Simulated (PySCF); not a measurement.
Ge, charge +1, doublet.

Here is a job for PySCF.
```python
from pyscf import gto, scf, dft

mol = gto.Mole()
mol.atom = '''
    Ge    0.00000000    0.00000000    0.00000000
'''
mol.basis = 'cc-pvtz'
mol.charge = 1
mol.spin = 1
mol.verbose = 4
mol.build()

mf = dft.UKS(mol)
mf.xc = 'camb3lyp'
mf = mf.density_fit(auxbasis='def2-universal-jkfit')
mf.kernel()
```

### Question
What does this run give for the HOMO energy, <S^2>, number of basis functions, total energy?

### Answer

```json
{
 "HOMO energy": "-14.07 eV",
 "<S^2>": "0.753",
 "number_of_basis_functions": "43",
 "total_energy": "-2076.787544 Ha"
}
```

These values belong to the state on which the SCF converged, which isn't shown to be the lowest.
